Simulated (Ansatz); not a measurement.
One change: `C[SiH2]CCl` becomes `C[SiH2]CBr`.

Ansatz, PBE0-D4/def2-TZVP geometries, multiplicity 1. Each molecule was computed in one conformer, which needn't be the lowest.

Scalar relativity is left out up to krypton. Spin–orbit coupling is left out; it splits and shifts lone-pair levels of the heavy atoms by tenths of an eV.

```csv
property,`C[SiH2]CCl`
HOMO–LUMO gap (B3LYP/def2-TZVPP) / eV,7.80
HOMO energy (ωB97M-V/def2-TZVPP) / eV,-10.24
zero-point energy (PBE0-D4/def2-TZVP) / kJ/mol,215.5
LUMO energy (B3LYP/def2-TZVPP) / eV,0.05
HOMO–LUMO gap (PBE/def2-TZVPP) / eV,5.95
size of the dipole moment (ωB97M-V/def2-TZVPP) / D,1.53
```

Problem. What does the change do to each property? (Estimate.)

Solution. Ansatz gave: 
| property | `C[SiH2]CBr` | shift |
| --- | --- | --- |
| HOMO–LUMO gap (B3LYP/def2-TZVPP) / eV | 6.93 | -0.87 |
| HOMO energy (ωB97M-V/def2-TZVPP) / eV | -9.93 | 0.31 |
| zero-point energy (PBE0-D4/def2-TZVP) / kJ/mol | 214.1 | -1.4 |
| LUMO energy (B3LYP/def2-TZVPP) / eV | -0.53 | -0.58 |
| HOMO–LUMO gap (PBE/def2-TZVPP) / eV | 5.18 | -0.77 |
| size of the dipole moment (ωB97M-V/def2-TZVPP) / D | 1.55 | 0.02 |

With PBE0 the HOMO rises by 0.28 eV and the LUMO falls by 0.59 eV, so the gap narrows by about 0.87 eV. PBE moves the HOMO by 0.19 eV and ωB97M-V by 0.31 eV. Dipoles are sizes alone; their direction can turn.

Positive LUMOs are unbound, so they and the gaps depend on the basis.

B3LYP here is the variant with VWN-RPA as its local correlation; programs differ in this.
